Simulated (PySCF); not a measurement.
Optical rotation: `C[C@@H]1CC[Si@@](N)(F)C1`, C$_{5}$H$_{12}$FNSi

Geometry:
```tsv
atom	x (Å)	y (Å)	z (Å)
C1	2.315	-0.416	0.914
C2	1.101	-0.433	-0.007
C3	0.792	0.958	-0.569
C4	-0.510	0.888	-1.375
Si5	-1.580	-0.314	-0.378
N6	-2.851	0.433	0.504
F7	-2.141	-1.508	-1.348
C8	-0.162	-0.942	0.706
H9	2.521	-1.413	1.296
H10	2.139	0.247	1.760
H11	3.196	-0.064	0.380
H12	1.308	-1.100	-0.851
H13	0.660	1.651	0.264
H14	1.620	1.322	-1.181
H15	-0.306	0.487	-2.368
H16	-0.930	1.881	-1.512
H17	-3.299	-0.091	1.238
H18	-3.541	0.959	-0.007
H19	-0.127	-2.023	0.825
H20	-0.211	-0.511	1.706
```

The calculation used PySCF, TDDFT B3LYP/def2-SVPD circular dichroism and optical rotation, one conformer, gas phase. Geometry: GFN2-xTB.

The molecule is flexible and this is one conformer; a measurement averages over conformers. States above about 7.7 eV (minus the energy of the highest occupied orbital) lie near or above the ionisation threshold and depend on the basis. Singlets 11 and 12 lie within 0.01 eV of each other, so their separate moments and overlaps can depend on how they mix.

Stereocentres: C2 R, Si5 R.

Task: Give the optical rotatory dispersion at 633, 589.3, 546, 436, 405, 365, 355 nm.

Result: [α] in deg dm⁻¹ (g/mL)⁻¹:
| λ (nm) | origin-invariant length gauge | modified velocity gauge | length gauge (centre of mass) | isotropic polarisability (au) |
| --- | --- | --- | --- | --- |
| 633 | -7.1 | -13.5 | -6.9 | 91.1 |
| 589.3 | -8.6 | -16.1 | -8.4 | 91.4 |
| 546 | -10.7 | -19.5 | -10.4 | 91.7 |
| 436 | -21.0 | -35.9 | -20.6 | 93.3 |
| 405 | -26.9 | -44.7 | -26.4 | 94.0 |
| 365 | -39.1 | -62.4 | -38.5 | 95.2 |
| 355 | -43.4 | -68.5 | -42.9 | 95.6 |

Task: And for the mirror image at 589.3 nm?

Result: +8.6 deg dm⁻¹ (g/mL)⁻¹ (origin-invariant length gauge): the same size and the opposite sign.

Task: What is the molar rotation [Φ] = [α]·M/100 of the geometry above at 589.3 nm?

Result: With M = 133.24 g/mol, -11.5 deg cm² dmol⁻¹ (origin-invariant length gauge).

The first excitation lies at 6.73 eV (184 nm) with R = -6.1 × 10⁻⁴⁰ esu² cm² (velocity form).
